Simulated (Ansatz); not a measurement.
Compare A (`F[B]1[NH][GeH2]1`) with its isomer B (`[F][GeH]1[BH][NH]1`).

Computed with Ansatz on PBE0-D4/def2-TZVP structures; ΔE is electronic, products minus reactants. CCSD(T)/CBS is the MP2 limit (def2-TZVPP, def2-QZVPP) plus CCSD(T) − MP2 in def2-TZVPP, frozen cores. DFT in def2-TZVPP. B3LYP here is the variant with VWN-RPA as its local correlation; programs differ in this. For Ge outer-core shells are correlated without core-valence functions, which leaves a few kJ/mol of doubt a bond. Scalar relativity is left out up to krypton.

Task: Which is lower in electronic energy at CCSD(T)/CBS, and by how much? (Estimate.)

Result: Ansatz gave: A, by 47.9 kJ/mol.

Task: Give E(B) − E(A) in kJ/mol with B3LYP-D4, BLYP-D4, LDA (SPW92), B2PLYP, CCSD(T)/def2-TZVPP, PBE0-D4, CCSD(T)/def2-SVP. (An estimate is asked.)

Result: Ansatz gave: B3LYP-D4 50.8, BLYP-D4 47.1, LDA (SPW92) 64.7, B2PLYP 49.6, CCSD(T)/def2-TZVPP 51.2, PBE0-D4 55.6, CCSD(T)/def2-SVP 64.0. None reverses the order clearly.

Task: Does the order hold for the free energy at 298.15 K (harmonic terms from PBE0-D4)? (Estimate.)

Result: Computed: Yes: G(B) − G(A) = +48.9 kJ/mol.

Largest T1 diagnostic: 0.014.

At CCSD(T), def2-SVP lies +16.1 kJ/mol from the extrapolated value and def2-TZVPP +3.3 kJ/mol. From BLYP to BHLYP (50 % exact exchange), in def2-TZVPP and without D4, E(B) − E(A) moves by +6.6 kJ/mol.
